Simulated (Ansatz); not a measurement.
Species: SiN3H6, charge -1, multiplicity 1. SMILES: [NH-][SiH](N)N

Atoms: N1, Si2, N3, N4, H5, H6, H7, H8, H9, H10. Bonds: N1-Si2, N1-H5, Si2-N3, Si2-N4, Si2-H6, N3-H7, N3-H8, N4-H9, N4-H10.

Bond lengths (Å) and angles (degrees) optimised at HF/STO-3G with Ansatz (a quantum-chemistry and plane-wave program); PBE/6-31G* with Ansatz; B3LYP/LANL2DZ with Ansatz; B3LYP/6-31G* with Ansatz, each started from the B3LYP-D3(BJ)/def2-TZVP structure (Ansatz) of the last column. A row stands for all coordinates that are equal there; 10 of 20 kinds are shown. 6-31G* holds six Cartesian d functions. No wavenumbers were computed at HF/STO-3G, PBE/6-31G*, B3LYP/LANL2DZ, so these may be saddle points.

```csv
coordinate,HF/STO-3G,PBE/6-31G*,B3LYP/LANL2DZ,B3LYP/6-31G*,B3LYP-D3(BJ)/def2-TZVP
N1-Si2,1.705,1.672,1.693,1.658,1.649
N1-H5,1.056,1.033,1.027,1.024,1.016
Si2-N3,1.798,1.817,1.800,1.804,1.785
Si2-N4,1.799,1.821,1.785,1.808,1.788
Si2-H6,1.445,1.555,1.541,1.538,1.528
N3-H7,1.031,1.031,1.015 to 1.017,1.022,1.015
N3-H8,1.031,1.030,1.015,1.021,1.014
N1-Si2-N3,118.2,117.6,115.4,117.2,115.5
N1-Si2-N4,109.4,109.4,106.2,109.9,109.2
N3-Si2-N4,102.8,107.6,112.5,107.6,109.3
```

A range marks coordinates that this level makes unequal.

Mean signed difference of all 9 bond lengths from B3LYP-D3(BJ)/def2-TZVP: HF/STO-3G 0.012 Å, PBE/6-31G* 0.022 Å, B3LYP/LANL2DZ 0.009 Å, B3LYP/6-31G* 0.010 Å.
